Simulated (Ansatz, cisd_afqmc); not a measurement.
System: Al, charge 0, doublet.

Total energies in cc-pVQZ-DK, 3 correlated electrons, 5 frozen orbitals. UHF or UKS for unpaired electrons; spin-orbit terms are left out. The -DK rows use spin-free X2C. AFQMC/CISD: phaseless, guided by CISD from CCSD amplitudes; bars are statistical, one sigma. Outlying blocks are dropped, and bars are widened where a walk drifts. Over all cases where full CI ran beside it in this data, AFQMC minus full CI had a median of +0.1 mEh and passed +0.4 mEh in a tenth of the cases. Full CI freezes restricted core orbitals and the other rows unrestricted ones, which leaves a small offset even where coupled cluster is exact.

| method | program | energy (Eh) | error against FCI (mEh) |
|---|---|---|---|
| HF | Ansatz | -242.31604 | 53.64 |
| MP2 | Ansatz | -242.35394 | 15.73 |
| CCSD | Ansatz | -242.36796 | 1.72 |
| CCSD(T) | Ansatz | -242.36923 | 0.45 |
| CCSDT | Ansatz | -242.36969 | -0.01 |
| AFQMC/CISD | cisd_afqmc | -242.3695 ± 0.0001 | 0.1 ± 0.1 |
| FCI | Ansatz | -242.36968 | 0.00 |

Ansatz is a quantum-chemistry and plane-wave program.
